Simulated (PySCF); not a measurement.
Computed Raman spectrum (relative Raman activity) of a molecule C2H9NSi. Geometry optimised at B3LYP-D3(BJ)/def2-SVP. The values are those of a single conformer. These are PySCF with B3LYP-D3(BJ)/def2-SVP values and carry that method's errors. Frequencies are harmonic and unscaled.

Lines under 2 % of the strongest are left out, and lines within 2 cm⁻¹ are merged.

```tsv
ν (cm⁻¹)	relative intensity
631	9.2
689	2.9
800	2.8
912	2.5
939	2.7
1430	14
1438	12
1548	3.6
2199	65
3017	60
3025	75
3104	27
3109	100
3127	46
3555	67
3644	41
```

### Question
Which structure fits?
A. C[SiH](C)N
B. CCN[SiH3]
C. CNC[SiH3]
D. C[SiH2]CN

### Answer
A, C[SiH](C)N
